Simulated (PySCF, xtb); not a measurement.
ScCl2, SMILES [Cl][Sc+][Cl], charge +1.

GFN2-xTB in xtb at its own geometry gives an orbital gap of 1.74 eV.

Geometry optimised at PBE0-D3(BJ)/def2-TZVP. The spin state was assumed, not searched. The isomer is the one that the SMILES or the coordinates give; other isomers of the formula were not compared.

### Question
What does PySCF with HF/def2-TZVPD give? (The exact figures need the calculation; the answer reports its results.)

### Answer
gap 11.49 eV (levels -17.47 and -5.99 eV).
